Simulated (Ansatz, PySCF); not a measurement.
Molecule: BiBr$_{2}$, charge 0, multiplicity 2. It need not be the lowest isomer of its formula. SMILES: [Br][Bi][Br]
Geometry: optimised at B3LYP-D3(BJ)/def2-TZVP (Ansatz, an electronic-structure program).

Property: vertical ionisation energy (to the singlet state of charge +1; each state is the SCF solution reached for its spin; for the singlet T1 is 0.026), in eV. Correlated levels leave the core frozen unless marked. Open shells are spin-unrestricted. No spin-orbit coupling. The frozen core is the preceding noble-gas configuration, with the filled d and f shells of earlier blocks. In def2 rows, elements after Kr have scalar-relativistic effective core potentials. Basis-set limits of correlation are two-point, X^-3; Hartree-Fock from the larger set. The bracket is a focal-point correction in the basis named.

| level | program | vertical ionisation energy (eV) | minus last row |
|---|---|---|---|
| SVWN5/def2-TZVPD | Ansatz | 8.01 | -0.14 |
| PBE/def2-TZVPD | Ansatz | 7.85 | -0.30 |
| PBE0/def2-TZVPD | Ansatz | 8.17 | 0.02 |
| wB97M-V/def2-TZVPD | Ansatz | 8.32 | 0.17 |
| MP2/def2-SVPD | Ansatz | 8.04 | -0.11 |
| RI-MP2/CBS(def2-TZVPPD,def2-QZVPPD)+[CCSD(T)-MP2]/def2-SVPD | Ansatz | 8.10 | -0.05 |
| RI-MP2/CBS(def2-TZVPPD,def2-QZVPPD)+[CCSD(T)-MP2]/def2-TZVPPD | Ansatz | 8.15 | 0.00 |

For comparison, minus the highest occupied orbital energy (PySCF): 5.70 eV at TPSSh/def2-TZVPD, 4.97 eV at M06-L/def2-TZVPD, 5.28 eV at BP86/def2-TZVPD.
